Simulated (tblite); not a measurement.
Compound: C₄H₁₀NOSi₂ (doublet state).
SMILES with atom numbers: `[CH:1]#[C:2][Si:3]([NH:4][CH3:5])[SiH2:6][O:7][CH3:8]` (hydrogens: H9 on C1; H10 on N4; H11, H12, H13 on C5; H14, H15 on Si6; H16, H17, H18 on C8)

A start from a force field or distance geometry was refined with GFN2-xTB geometry optimisation, gas phase in tblite. Values at the start:

```csv
coordinate,start
C1≡C2,1.211 Å
C1–H9,1.072 Å
C2–Si3,1.828 Å
Si3–N4,1.803 Å
Si3–Si6,2.210 Å
N4–C5,1.466 Å
N4–H10,1.024 Å
C5–H11,1.115 Å
Si6–O7,1.719 Å
Si6–H14,1.480 Å
O7–C8,1.403 Å
C8–H16,1.110 Å
C1–C2–Si3,178.2°
C2–Si3–N4,105.9°
C2–Si3–Si6,111.7°
Si3–N4–C5,107.7°
Si3–Si6–O7,113.3°
N4–Si3–Si6,107.4°
Si6–O7–C8,105.5°
C2–Si3–N4–C5,-155°
C2–Si3–Si6–O7,31°
Si3–Si6–O7–C8,-152°
```

Problem. How do these coordinates change at the GFN2-xTB level?

Solution. 
```
   coordinate  GFN2-xTB (Å or °)  change
       Si6–O7              1.629  -0.090
       Si3–N4              1.735  -0.068
      Si3–Si6              2.274  +0.064
        N4–C5              1.437  -0.029
       C2–Si3              1.854  +0.026
       C5–H11              1.093  -0.022
        C1–H9              1.053  -0.019
        O7–C8              1.386  -0.017
       N4–H10              1.008  -0.016
       C8–H16              1.094  -0.016
        C1≡C2              1.206  -0.005
      Si6–H14              1.479  -0.001
    Si6–O7–C8              126.3   +20.8
   Si3–Si6–O7               94.2   -19.1
    Si3–N4–C5              124.2   +16.5
   C2–Si3–Si6              119.8    +8.1
    C1–C2–Si3              171.4    -6.8
    C2–Si3–N4              100.5    -5.4
   N4–Si3–Si6              108.9    +1.5
C2–Si3–Si6–O7                 63     +32
Si3–Si6–O7–C8                178     -30
 C2–Si3–N4–C5               -177     -22
```

The energy falls by 1.151 eV over 140 L-BFGS steps, the largest force on an atom goes from 2.25 to 0.010 eV/Å, and the atoms move by 0.668 Å rms after alignment. The bond that changes most is Si6–O7 (ends: silicon bonded to O, Si and 2 H; oxygen bonded to C and Si), which shortens by 0.090 Å. Bonds longer at the end by more than 0.005 Å: 3 of 17; shorter: 12. Among the dihedrals that turn most is C2–Si3–Si6–H14, from -92° to -55°. Rotational constants go from 1732, 928.1, 644.3 to 1688, 929.2, 628.4 MHz.

The run took 1.0 s of wall time on an Arm Neoverse V2 with one thread, shared host with 96 logical CPUs at a one-minute load of 40.

Its GFN2-xTB frequencies are all real (lowest 35 cm⁻¹). 3 starts were optimised and ended at 0.00, 0.00 and 7.26 kcal/mol (GFN2-xTB); the lowest of these is shown.

One conformer stands for the species.

All values are computed, not measured.
